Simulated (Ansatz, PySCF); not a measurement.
Spin states of COOs (SMILES [O+]#[C-]->[Os]), each relaxed with B3LYP-D3(BJ)/def2-TZVP.
State 1 (charge 0, multiplicity 3):
```xyz
3

Os    -1.01183    -0.80836    -0.92362
O      0.85636     0.73018     0.75685
C      0.12230     0.12565     0.09655
```
State 2 (charge 0, multiplicity 1):
```xyz
3

Os    -1.0112    -0.8079    -0.9231
O      0.8557     0.7297     0.7563
C      0.1223     0.1257     0.0966
```

Singlets are restricted, other states unrestricted; no spin–orbit coupling, no relativity up to Kr; see below for the cores. The largest T1 diagnostic is 0.053.

Correlated levels freeze the inner cores; with def2 sets outer-core shells near the valence are correlated too.

Run with Ansatz (Gaussian orbitals); PySCF for the dispersion terms. Values without a source in brackets are computed. In def2 rows elements past Kr take small-core potentials, without spin–orbit coupling.

Problem. Give the energy of the multiplicity-1 state less that of the multiplicity-3 state at the level PBE-D4/def2-TZVPP.

Solution. 102 kJ/mol

Problem. What is the computed energy of the multiplicity-1 state less that of the multiplicity-3 state (CCSD(T)/def2-TZVPP)?

Solution. 85 kJ/mol

Problem. Give the energy of the multiplicity-1 state less that of the multiplicity-3 state at the level B3LYP-D4/def2-TZVPP.

Solution. 92 kJ/mol

Doubts at one or more of the structures used: a spin-contaminated determinant (CCSD(T)/def2-TZVPP); T1 above 0.05 (CCSD(T)/def2-TZVPP); a restricted determinant that unrestricted orbitals would lower (CCSD(T)/def2-TZVPP).

Ansatz is an electronic-structure program.
